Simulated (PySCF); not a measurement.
**Molecular orbitals of Sb₂⁺**

PBE0 at R = 2.588 Å; PySCF, scalar-relativistic core potentials, basis sets Sb cc-pVTZ-PP with ECP28. State: doublet, unpaired electrons σ ↑, a second solution, started from another occupation. Only the outer orbitals are listed.

```json
{"spin": "α", "orbital": "σg", "occ.": "1", "ε (eV)": "-22.69", "main shells (%)": "92 s"}
{"spin": "α", "orbital": "σu", "occ.": "1", "ε (eV)": "-19.20", "main shells (%)": "93 s"}
{"spin": "α", "orbital": "σg", "occ.": "1", "ε (eV)": "-13.87", "main shells (%)": "91 p"}
{"spin": "α", "orbital": "πu", "occ.": "1", "ε (eV)": "-12.47", "main shells (%)": "97 p"}
{"spin": "α", "orbital": "πu", "occ.": "1", "ε (eV)": "-12.47", "main shells (%)": "97 p"}
{"spin": "α", "orbital": "πg", "occ.": "0", "ε (eV)": "-8.67", "main shells (%)": "97 p"}
{"spin": "α", "orbital": "πg", "occ.": "0", "ε (eV)": "-8.67", "main shells (%)": "97 p"}
{"spin": "α", "orbital": "σu", "occ.": "0", "ε (eV)": "-6.01", "main shells (%)": "92 p, 10 d"}
{"spin": "β", "orbital": "σg", "occ.": "1", "ε (eV)": "-22.00", "main shells (%)": "93 s"}
{"spin": "β", "orbital": "σu", "occ.": "1", "ε (eV)": "-18.42", "main shells (%)": "95 s"}
{"spin": "β", "orbital": "πu", "occ.": "1", "ε (eV)": "-12.26", "main shells (%)": "97 p"}
{"spin": "β", "orbital": "πu", "occ.": "1", "ε (eV)": "-12.26", "main shells (%)": "97 p"}
{"spin": "β", "orbital": "σg", "occ.": "0", "ε (eV)": "-11.07", "main shells (%)": "92 p"}
{"spin": "β", "orbital": "πg", "occ.": "0", "ε (eV)": "-8.45", "main shells (%)": "98 p"}
{"spin": "β", "orbital": "πg", "occ.": "0", "ε (eV)": "-8.45", "main shells (%)": "98 p"}
```

Q: Which are the highest filled and the lowest empty level, where do they sit, and how wide is the gap?

A: Highest filled β πu at -12.26 eV (in %: 97 p); lowest empty β σg at -11.07 eV (in %: 92 p); the gap at PBE0 is 1.19 eV.

```json
{
 "bond order (Mayer)": "2.31",
 "⟨S²⟩": "1.150"
}
```

Spin–orbit coupling is left out.
